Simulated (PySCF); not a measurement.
## Orbital energies and ionisation energy

Species: C4H9BrGe.
Structure used (PBE0-D3(BJ)/def2-SVP), in Å, numbered top down from 1:
```
atom  x, y, z in Å
Br1    2.369    1.920   -1.546
Ge2    2.353    0.300    0.118
C3     0.487   -0.026    0.566
C4    -0.372    1.241    0.809
C5    -1.154    0.945   -0.487
C6    -0.431   -0.411   -0.621
H7     3.160    0.892    1.288
H8     3.057   -0.933   -0.479
H9     0.489   -0.748    1.400
H10   -0.978    1.177    1.725
H11    0.164    2.203    0.823
H12   -2.248    0.900   -0.391
H13   -0.905    1.641   -1.301
H14    0.062   -0.592   -1.589
H15   -1.068   -1.281   -0.400
```

Level: wB97X-D/def2-SVPD (PySCF). Frontier orbitals with their largest atomic shares (Löwdin; up to four atoms above 4 %):

```json
{"orbital": "HOMO−3", "ε (eV)": "-10.78", "main atoms": "C5 19 %, C3 17 %, C6 13 %, C4 13 %"}
{"orbital": "HOMO−2", "ε (eV)": "-10.50", "main atoms": "Br1 48 %, Ge2 10 %, C3 9 %, C4 7 %"}
{"orbital": "HOMO−1", "ε (eV)": "-9.90", "main atoms": "Br1 78 %, Ge2 10 %, H8 4 %"}
{"orbital": "HOMO", "ε (eV)": "-9.62", "main atoms": "?"}
{"orbital": "LUMO", "ε (eV)": "1.18", "main atoms": "Br1 37 %, Ge2 31 %, H8 9 %, H7 9 %"}
{"orbital": "LUMO+1", "ε (eV)": "1.89", "main atoms": "Ge2 38 %, Br1 17 %, H7 7 %, H8 7 %"}
{"orbital": "LUMO+2", "ε (eV)": "2.46", "main atoms": "Ge2 29 %, Br1 24 %, H8 10 %, H7 10 %"}
```

What vertical ionisation energy does ΔSCF give, and how far is −ε(HOMO) from it?

ΔSCF: 9.79 eV (945 kJ/mol; threshold wavelength 127 nm); ⟨S²⟩ of the doublet left behind is 0.756, against 0.75 for a pure doublet. −ε(HOMO) is 9.62 eV, 0.17 eV below it. In exact Kohn–Sham theory the two would be equal; wB97X-D (range-separated hybrid) comes within 0.17 eV of that here. Holes in the HOMO−1 and HOMO−2 were tried too where these lie within 1.2 eV of the HOMO; the lowest converged state counts.

On which atoms does the HOMO lie?

Br1 (bromine bonded to Ge) 41 %, C3 (sp3 carbon bound to germanium) 18 %, Ge2 (germanium bonded to Br, C and 2 H) 13 %, C6 (four-membered-ring carbon) 5 %. The HOMO−1 lies 0.28 eV lower.

With α = 95.8 au, estimate the like-pair dispersion coefficient by London's formula C6 = (3/4)α²I.

I = 0.3599 Eh, so C6 ≈ 2480 au, a rough estimate.

What total energies stand behind the ΔSCF value?

E(N) = -4808.41484 Eh and E(N − 1) = -4808.05493 Eh at the same geometry, 0.35991 Eh apart.

What kinetic energy would electrons from this vertical process carry with He II light (40.814 eV)?

40.81 − 9.79 = 31.02 eV.

One conformer (not necessarily the lowest) at the PBE0-D3(BJ)/def2-SVP geometry, without solvent, vibrations or thermal averaging. The calculation is non-relativistic, for germanium and bromine too.

Note: wB97X-D ran without an empirical dispersion term, which enters the total energy and its gradient alone.
